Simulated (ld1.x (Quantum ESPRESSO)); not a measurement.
# nitrogen (N): one change to an ultrasoft potential, before and after

nitrogen, ultrasoft, made with ld1.x (Quantum ESPRESSO) 7.5 (LDA (PZ), non-relativistic). Core [He], reference 2s2 2p2.5 (charge +0.5). Waves: 2s (bound): rcut 0.85, rcutus 1.00 bohr; 2s channel at 0.55 Ry: rcut 0.85, rcutus 1.00 bohr; 2p (bound): rcut 0.90, rcutus 1.20 bohr; 2p channel at 4.05 Ry: rcut 0.90, rcutus 1.20 bohr. Local part: all-electron potential smoothed inside 1.15 bohr (lloc = -2). Core correction: none. Augmentation charge: built from norm-conserving waves at rcut, not smoothed further.

All-electron outer shells of the reference configuration (LDA (PZ), non-relativistic, ld1.x):

| shell | level (eV) | outermost node (bohr) | outermost maximum (bohr) |
| --- | --- | --- | --- |
| 2s | -24.91 | 0.32 | 1.00 |
| 2p | -13.59 | – | 0.94 |

Change: core correction a·sin(br)/r model core inside 0.66 bohr.

Cutoffs: the cutoffs (Ry, on a coarse ladder) from which the occupation-weighted sum of valence levels, in a spherical-Bessel basis at the reference potential, stays within 10 and 1 mRy of its value at 400 Ry; they do not see the model core or the augmentation charge, which bear on the density cutoff. Errors are all-electron minus pseudo energies relative to the spin-unpolarised reference configuration.

Question: Predict the effect on cutoff, ghosts and configuration errors.

Answer: The potential gets neither clearly harder nor softer (45 Ry and 60 Ry → 45 Ry and 60 Ry); of the 9 tests that both files solve, the error grows in 0 and shrinks in 7 by more than 15 % and 0.3 meV (median size 34.6 → 17.3 meV); neither file shows a bound ghost. Exchange and correlation are not linear in the density, so unscreening with the valence charge alone errs where core and valence overlap; a model core restores that term. A model core, the more so a compact one, raises the density cutoff, which this test does not measure.

```tsv
quantity	base	changed
cutoff, loose	45 Ry	45 Ry
cutoff, tight	60 Ry	60 Ry
bound ghosts	none	none
error for 2s2 2p3, meV [ΔE -5.17 eV]	+0.5	+0.2
error for 2s2 2p2, meV [ΔE 8.57 eV]	+1.5	+0.7
error for 2s2 2p1, meV [ΔE 37.54 eV]	+35	+17
error for 2s1 2p3, meV [ΔE 19.99 eV]	+9.9	+8.5
error for 2s0 2p5, meV [ΔE 17.22 eV]	+45	+34
error for 2s2 2p3.3, meV [ΔE -6.84 eV]	+0.8	+0.4
error for 2s1 2p0, meV [ΔE 162.13 eV]	+606	+336
error for 2s2 2p2.5 (spin-polarised), meV [ΔE -2.31 eV]	+268	+147
error for 2s2 2p3 (spin-polarised), meV [ΔE -8.06 eV]	+307	+169
s: phases at 1.30 bohr within 0.05 rad from the reference energy up to (Ry; the scan ends near 5)	to the end of the scan	to the end of the scan
p: phases at 1.30 bohr within 0.05 rad from the reference energy up to (Ry; the scan ends near 5)	to the end of the scan	to the end of the scan
lowest overlap eigenvalue by channel	s 0.50, p 0.96	s 0.50, p 0.96
```
